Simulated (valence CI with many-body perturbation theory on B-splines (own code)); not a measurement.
## Questions on Tl LXI

Method: configuration interaction combined with many-body perturbation theory (CI+MBPT): three valence electrons over a frozen Dirac-Fock core [Ar], a basis of 7 s, 7 p, 8 d, 6 f, 4 g, 1 h functions for each j, with the one-electron correlation potential Σ1 (screened to all orders), the two-electron term Σ2, the three-electron term Σ3, Breit, model QED; selected single and double excitations, second order for the rest, scaled by the run's own slope (own B-spline code, finite nucleus).

No measured spectrum was set against this ion. As an estimate, large intervals hold to a few tenths of a per cent, small ones and those within an open d or f shell to about a per cent. The list stops below the first excitations out of the core. Only levels of the ground parity were solved; by the run's estimate the other parity begins above the list, which can be wrong where configurations are misplaced.

Levels are named by their leading jj configuration (3d3/2^4 stands for four electrons in 3d with j = 3/2), which in mixed levels can hold well under half, so a name can repeat and another be missing.

Rates and lifetimes use the calculated energies. Strong lines usually hold to 10 to 20 %, long lifetimes can be off by a factor of two.

What is the ground level?

(3d3/2^3) J=3/2, composition 42 % 3d³ ²D + 41 % 3d³ ⁴F + 12 % 3d³ ²P, g = 0.736.

How well does LS coupling describe the low levels?

Among the lowest 15 levels the leading LS term, summed over configurations, holds 56 % on average. For single configurations the figures are 56 % in LS and 99 % in jj coupling. Terms mix most in the J = 3/2 level at 894080 cm⁻¹, where the leading one holds 38 %.

What is the ionisation energy?

6393.6 eV; NIST lists 6392 ± 10 eV (theoretical).
